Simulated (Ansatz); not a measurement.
[WO3(NH2)]- (WNO3H2⁻), relaxed as a singlet with RKS PBE-D4/def2-SVPD in Ansatz, starting from the GFN2-xTB geometry. Force threshold 0.02 eV/Å.

In the def2 sets W takes a core potential; there is no spin–orbit coupling.

Start:

```xyz
7

W     0.3770    0.7754   -0.0215
O     0.1414    1.2138    1.6275
O     2.0362    0.5346   -0.4131
O    -0.4767    1.8138   -1.0988
N    -0.5200   -1.1163   -0.2036
H    -0.0405   -1.9621    0.1222
H    -1.5174   -1.2592   -0.0127
```

(1) Estimate the energy that the relaxation releases and the steps that it takes.

(2) Does the start keep its bonding and symmetry?

(3) Predict the relaxed structure.

## Answers

(1) 0.35 eV, in 9 steps; 9.5 s on 4 threads of Arm Neoverse V2 on a shared host. No frequencies were taken in this run, so the end may be a saddle point.

(2) By distances, no bond broke or formed. The bond that changes most is W1–N5, from 2.10 to 2.02 Å (atoms count from 1).

(3) 
Cartesian coordinates in Å:
```
W 0.339 0.699 0.002
O 0.202 1.289 1.670
O 2.050 0.534 -0.432
O -0.520 1.807 -1.085
N -0.510 -1.127 -0.198
H -0.040 -1.958 0.168
H -1.522 -1.244 -0.126
```
Bond lengths: 3 × O–W 1.77 to 1.78 Å; 1 × N–W 2.02 Å; 2 × H–N 1.02 Å.
